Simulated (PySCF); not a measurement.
# How methods differ on the ionisation energy of Ga³⁺

Ga³⁺ [Ar] 3d10 → Ga⁴⁺ [Ar] 3d9 [3d3/2^4 3d5/2^5, M_J = 5/2], as a difference of total energies. Computed with PySCF 2.14 in x2c-TZVPall-2c, with the two-component X2C-1e Hamiltonian. Correlated levels: [Ne] frozen. "Screened" scales the spin-orbit matrix elements by Boettger's factors to mimic the two-electron term; Breit and QED terms are absent.

```json
{"method": "GHF (spin-free)", "ionisation energy (eV)": "60.979", "error (eV)": "-2.262"}
{"method": "GMP2 (spin-free)", "ionisation energy (eV)": "63.119", "error (eV)": "-0.122"}
{"method": "GHF (screened spin-orbit)", "ionisation energy (eV)": "60.792", "error (eV)": "-2.449"}
{"method": "GMP2 (screened spin-orbit)", "ionisation energy (eV)": "62.933", "error (eV)": "-0.308"}
```

Reference: 63.241 ± 0.009 eV (measured; NIST Atomic Spectra Database, ionization energies).

The spin-free rows lack the spin-orbit shift.

Errors of the correlated levels include the incompleteness of this basis and the frozen core.
